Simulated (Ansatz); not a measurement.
Input and output for F$_{2}$H$_{4}$SiSn, SMILES `[F][SnH]([F])[SiH3]`.

```yaml
crystal:
  periodic: [false, false, false]
  atoms:
    - {symbol: F, position_ang: [1.543125, -1.599172, 1.156654]}
    - {symbol: Sn, position_ang: [1.193834, -0.045221, 0.086245]}
    - {symbol: F, position_ang: [1.792276, -0.595239, -1.652175]}
    - {symbol: Si, position_ang: [-1.351164, 0.229098, -0.044589]}
    - {symbol: H, position_ang: [2.330836, 1.113217, 0.601281]}
    - {symbol: H, position_ang: [-1.854898, 0.539350, 1.315376]}
    - {symbol: H, position_ang: [-1.914048, -1.045854, -0.545443]}
    - {symbol: H, position_ang: [-1.647860, 1.346822, -0.973149]}
basis:
  gaussian: {orbitals: def2-TZVP, fitting: {mean_field: cc-pVTZ-jkfit}}
magnetization: {spin_polarized: false, initial_magnetization: 2}
hamiltonian: {xc: {name: r2SCAN}}
correlation: {method: rpa}
```

```sh
$ ansatz run in.yaml --threads 4 --pin off --events-out ev --progress --plain --max-ram 10444MiB
```

Output, abridged:

```
Functional definition: r2SCAN
Error: <dir> the basis set cc-pVTZ-JKFIT has no functions for Sn
```

Hardware: 4 threads of an Intel Xeon Platinum 8175M on a shared host. Wall time 0.3 s, peak host memory 0.4 GiB.
